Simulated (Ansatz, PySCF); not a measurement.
The pair A = CH4O (SMILES CO) (first 6 atoms), B = CH6Si (SMILES C[SiH3]); geometry from B3LYP-D3(BJ)/def2-TZVP.
(charge 0, multiplicity 1):
```xyz
14

C      0.33690    -0.27053    -0.27642
O      0.52993     0.78422     0.65793
H     -0.21442    -1.10857     0.16176
H      1.32678    -0.62097    -0.56478
H     -0.18588     0.07090    -1.17587
H     -0.33090     1.10812     0.94283
C      1.31223     0.35261     3.99110
Si    -0.40750    -0.29946     3.64883
H      1.78047     0.65885     3.05535
H      1.93201    -0.41509     4.45821
H      1.27760     1.21263     4.66245
H     -1.26076     0.74295     3.01836
H     -1.08142    -0.71255     4.90585
H     -0.37612    -1.47277     2.74297
```

Correlated levels freeze the cores.

The values were computed with Ansatz (Gaussian orbitals); PySCF for the dispersion terms. Each number belongs to the level named beside it.

The monomers are drawn apart, rigid, along the line of their centres of mass. Counterpoise-corrected interaction energies (kcal/mol):

| level | R = 4.909 Å | R = 6.235 Å |
|---|---|---|
| PBE/def2-TZVPPD | -0.6766 | -0.1938 |
| PBE-D3(BJ)/def2-TZVPPD | -1.0637 | -0.2895 |
| wB97M-V/def2-TZVPPD | -0.9153 | -0.2766 |
| CCSD(T)/aug-cc-pV(D+d)Z | -0.8916 | -0.2662 |

R is the distance of the centres of mass. Find the local exponent m of E ∝ R⁻ᵐ between the two points.


m = ln(E₁/E₂)/ln(R₂/R₁): PBE/def2-TZVPPD 5.2; PBE-D3(BJ)/def2-TZVPPD 5.4; wB97M-V/def2-TZVPPD 5.0; CCSD(T)/aug-cc-pV(D+d)Z 5.1. For scale, two fixed dipoles give m = 3, dipole and quadrupole 4, quadrupoles 5, and dispersion or dipole-induced dipole 6 at long range; at these distances several terms mix, and what is left of overlap and damping shifts m, so it need not match one of them.

Ansatz is an electronic-structure program.
